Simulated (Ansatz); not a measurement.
Two isomers of C4H6Si: A = `C=C1C=C[SiH2]1`, B = `C#CC(=C)[SiH3]`.

Program: Ansatz. Geometries: PBE0-D4/def2-TZVP. ΔE: electronic, gas phase. CCSD(T)/CBS is the MP2 limit (def2-TZVPP, def2-QZVPP) plus CCSD(T) − MP2 in def2-TZVPP, frozen cores. DFT in def2-TZVPP. B3LYP here is the variant with VWN-RPA as its local correlation; programs differ in this.

Task: Which isomer does CCSD(T)/CBS put lower? Give the gap. (Best estimate.)

Result: The calculation gave: A, by 73.1 kJ/mol.

Task: Give E(B) − E(A) in kJ/mol with PBE-D4, B2PLYP, MP2/def2-TZVPP, CCSD(T)/def2-TZVPP, CCSD/def2-TZVPP, ωB97M-V, B3LYP-D4. (An estimate is asked.)

Result: Ansatz gave: PBE-D4 86.9, B2PLYP 65.1, MP2/def2-TZVPP 68.7, CCSD(T)/def2-TZVPP 71.1, CCSD/def2-TZVPP 69.7, ωB97M-V 78.6, B3LYP-D4 67.3. None reverses the order clearly.

Largest T1 diagnostic: 0.013.

From PBE to PBE0 (25 % exact exchange), in def2-TZVPP and without D4, E(B) − E(A) moves by +6.9 kJ/mol. In def2-TZVPP, CCSD(T) changes the Hartree–Fock value by +13.3 kJ/mol (the triples alone add +1.4 kJ/mol) and MP2 by +10.8 kJ/mol.
